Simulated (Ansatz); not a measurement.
```yaml
crystal:
  periodic: [false, false, false]
  atoms:
    - {symbol: C, position_ang: [-0.828088, -0.147835, 1.445622]}
    - {symbol: O, position_ang: [0.668820, 0.430045, 1.060704]}
    - {symbol: C, position_ang: [0.983849, -0.290569, 0.017716]}
    - {symbol: Al, position_ang: [0.158295, -0.121937, -1.813033]}
    - {symbol: O, position_ang: [-0.895560, 1.373356, -1.777743]}
    - {symbol: H, position_ang: [-1.039661, 0.473911, 2.103011]}
    - {symbol: H, position_ang: [-0.588400, -1.175834, 1.848491]}
    - {symbol: H, position_ang: [-1.238781, -0.129717, 0.559798]}
    - {symbol: H, position_ang: [1.025362, -1.292902, 0.301316]}
    - {symbol: H, position_ang: [2.265329, 0.098834, -0.065170]}
    - {symbol: H, position_ang: [0.488198, -0.719221, -3.038345]}
    - {symbol: H, position_ang: [-0.964977, 1.913135, -1.143606]}
basis:
  gaussian: {orbitals: cc-pVTZ}
hamiltonian: {xc: {name: wB97}}
accuracy: high
smearing: {width: 0.1}
```

```sh
$ ansatz run in.yaml --threads 4 --pin off --events-out ev --progress --plain --max-ram 10444MiB
```

Output, abridged:

```
Error: YAML parse error: error: line 20 column 1: unknown field `smearing`, expected one of crystal, accuracy, basis, kpoints, hamiltonian, magnetization, projection, total_charge, correlation, batch, efield, external_charges, scf, relax, neb, saddle, md, ramp, phonons, dielectric, real_time, elastic, magnetic_configurations, gw, evaluate, workflow, output, checkpoint, execution
18 | hamiltonian: {xc: {name: wB97}}
19 | accuracy: high
20 | smearing: {width: 0.1}
```

In this input the input holds a key that doesn't belong there. The input was rejected before any iteration.
